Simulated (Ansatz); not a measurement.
Cartesian coordinates in Å:
```
O -2.2943 -1.0809 0.3860
Si -0.7102 -1.4062 0.6739
N 0.3063 -0.0148 0.5509
Si 0.6718 0.9233 -0.8174
O 2.2161 1.4282 -0.6652
F -0.2400 2.2332 -0.9324
H -2.7074 -0.3798 0.8921
H -0.4902 -1.9281 2.0478
H -0.3726 -2.4082 -0.3588
H 0.7364 0.2860 1.4152
H 0.4020 0.1395 -2.0375
H 2.4820 2.2079 -1.1545
```

The species carries charge 0 and has multiplicity 1.

Task: List the PBE/def2-TZVPP orbital energies in eV (the Gaussian-basis code of Ansatz). (Best estimate.)

Result: The calculation gave: Occupied: -1780.85, -1780.20, -659.66, -510.56, -510.32, -380.27, -138.40, -137.82, -95.18, -95.13, -95.10, -94.58, -94.56, -94.53, -29.41, -25.36, -25.09, -21.24, -14.40, -13.95, -12.64, -11.99, -11.56, -10.62, -10.34, -9.63, -9.31, -9.13, -8.53, -8.27, -7.83, -7.45, -6.85. Lowest empty: -0.36, -0.15, 0.07, 0.63, 1.20, 1.43, 1.78, 1.84.
